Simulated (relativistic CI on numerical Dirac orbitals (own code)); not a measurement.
# The 3d ions of charge 6+

Computed by Dirac-Coulomb-Breit CI, KLI orbitals optimised for each configuration, model QED, valence Slater integrals scaled by 0.85 (own radial code, finite nucleus).

Each species is treated in one configuration, given outside its closed core, with all valence electrons in the open shell. Radial values are for the open shell of highest l, unscaled and averaged over j; ζ includes the Breit term. Labels give the leading LS character, summed over repeated terms.

```tsv
Ion	Configuration	Its lowest level	LS weight (%)	ζ (cm⁻¹)	F² (cm⁻¹)	F⁴ (cm⁻¹)	g_J	g√(J(J+1))
Mn⁶⁺	3d	2D_3/2	100	517.1			0.799	1.55
Fe⁶⁺	3d2	3F_2	100	643.1	118900	75370	0.666	1.63
Co⁶⁺	3d3	4F_3/2	100	790.4	123800	78420	0.399	0.77
Ni⁶⁺	3d4	?	?	?	?	?	?	?
Cu⁶⁺	3d5	6S_5/2	100	1158	133600	84440	2.000	5.92
Zn⁶⁺	3d6	5D_4	99	1382	138400	87420	1.499	6.70
```

(1) Fill in the row of Ni⁶⁺.

## Answers

(1) Its lowest level 5D_0; LS weight (%) 99; ζ (cm⁻¹) 961.2; F² (cm⁻¹) 128700; F⁴ (cm⁻¹) 81440; g√(J(J+1)) 0.00.
